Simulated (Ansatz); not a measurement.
Gas-phase electronic energies from Ansatz, PBE0-D4/def2-TZVP geometries. CCSD(T)/CBS is the MP2 limit (def2-TZVPP, def2-QZVPP) plus CCSD(T) − MP2 in def2-TZVPP, frozen cores. Functionals use def2-TZVPP. Each species was taken in one conformer, which may not be the lowest.

Consider the formal exchange of groups at the Si–Si bond: `B[SiH2][SiH2]O` + `CB[SiH3]` → `B[SiH2]B(C)[SiH3]` + silanol.

`B[SiH2][SiH2]O`:

Cartesian coordinates in Å:
```
B 0.308 1.225 1.850
Si 0.668 0.802 -0.061
Si -0.770 -0.995 -0.600
O -0.571 -1.487 -2.165
H 0.869 0.636 2.726
H -0.539 2.011 2.159
H 0.375 1.913 -1.010
H 2.055 0.313 -0.318
H -2.193 -0.589 -0.490
H -0.518 -2.114 0.355
H 0.315 -1.716 -2.447
```

`CB[SiH3]`:

```xyz
10

C    -1.485    0.008   -0.539
B    -0.274    0.601    0.225
Si    1.506   -0.328    0.436
H    -1.372    0.443   -1.549
H    -2.461    0.348   -0.186
H    -1.484   -1.075   -0.675
H    -0.374    1.702    0.695
H     2.641    0.567    0.069
H     1.632   -1.586   -0.354
H     1.672   -0.681    1.878
```

`B[SiH2]B(C)[SiH3]`:

Cartesian coordinates in Å:
```
B 1.365 1.971 0.728
Si 0.054 0.692 1.521
B -0.462 -0.326 -0.155
C -1.409 0.313 -1.209
Si 0.392 -2.131 -0.431
H 0.994 3.017 0.280
H 2.515 1.678 0.586
H -1.139 1.377 2.099
H 0.655 -0.204 2.550
H -0.709 0.785 -1.924
H -2.063 1.109 -0.850
H -1.981 -0.403 -1.805
H -0.349 -3.091 0.442
H 0.319 -2.641 -1.831
H 1.818 -2.146 0.002
```

`O[SiH3]`:

```xyz
6

O    -0.864    0.434    0.841
Si    0.210    0.011   -0.335
H    -0.941   -0.139    1.604
H     1.602   -0.055    0.190
H     0.113    1.064   -1.372
H    -0.119   -1.315   -0.928
```

```
        level  ΔE (kJ/mol)
      ωB97M-V          5.5
HF/def2-TZVPP         13.3
```

(1) What does CCSD(T)/CBS give? (An estimate is asked.)

Largest T1 diagnostic among the species: 0.015.

Results:

(1) Computed: +4.3 kJ/mol. The listed levels differ from it by 1.2, 9.0 kJ/mol.

The D4 term adds −5.6 kJ/mol with B3LYP and −3.4 kJ/mol with PBE0; it sums over pairs of atoms, weighted by their polarisabilities, and B3LYP, whose exchange is more repulsive, gets the larger term. In def2-TZVPP, CCSD(T) changes the Hartree–Fock value by −9.5 kJ/mol (the triples alone add −1.9 kJ/mol) and MP2 by −11.4 kJ/mol.

B3LYP here is the variant with VWN-RPA as its local correlation; programs differ in this.
